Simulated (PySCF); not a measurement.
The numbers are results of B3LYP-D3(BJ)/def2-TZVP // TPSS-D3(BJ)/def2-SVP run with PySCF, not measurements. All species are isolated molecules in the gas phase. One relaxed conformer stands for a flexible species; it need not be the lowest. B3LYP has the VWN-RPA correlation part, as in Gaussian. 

Reference species: [Zn(Cl)(OH)] (neutral, multiplicity 1).

```yaml
charge on the central atom (Mulliken): 0.62 e
coordination_number: 2
```

Changed species: [Zn(OH)2] (2 of 2 Cl replaced by OH; the reference has 1 of 2 Cl replaced by OH).

Q: Give the shifts of the charge on the central atom (Mulliken) and coordination number.

A: the charge on the central atom (Mulliken) hardly moves; the coordination number is nearly the same.
